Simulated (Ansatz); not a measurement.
Harmonic frequencies (cm⁻¹) at PBE0-D4/def2-TZVP from Ansatz: 240, 240, 299, 345, 345, 348, 538, 726, 726, 1098, 1099, 1100, 1406, 1469, 1469, 3074, 3167, 3167.

**Question.** Which molecule is it?
A. `[F][AlH][S][SiH3]`
B. `ClCC(Cl)Cl`
C. `F/C=N/[SiH3]`
D. `CC(Cl)(Cl)Cl`

**Answer.** D.
